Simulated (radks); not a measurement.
Values are calculated unless marked as measured or tabulated.
Task: Mean orbital radii <r> (bohr) of the cadmium ion Cd+, [Kr] 4d10 5s1, of relativity; Dirac values are averaged over j with weights 2j + 1. Spin-unpolarised spherical Kohn-Sham, BLYP, point nucleus unless stated (finite: rms radius 4.6087 fm), a radial shooting solver on a logarithmic mesh with Libxc functionals. A level marked "c x" has the speed of light scaled by that factor.

| shell | non-rel. |
|---|---|
| 1s | 0.03171 |
| 2s | 0.1373 |
| 2p | 0.1172 |
| 3s | 0.3713 |
| 3p | 0.3629 |
| 3d | 0.3347 |
| 4s | 0.9095 |
| 4p | 0.9734 |
| 4d | 1.262 |
| 5s | 2.760 |

Give the values at the level "Dirac, c x 1.25".

Result: 
shell  Dirac, c x 1.25  change of magnitude (%)
1s             0.03088                    -2.62
2s              0.1335                    -2.81
2p              0.1156                    -1.41
3s              0.3630                    -2.24
3p              0.3590                    -1.06
3d              0.3347                    +0.03
4s              0.8900                    -2.15
4p              0.9646                    -0.91
4d               1.271                    +0.66
5s               2.693                    -2.44
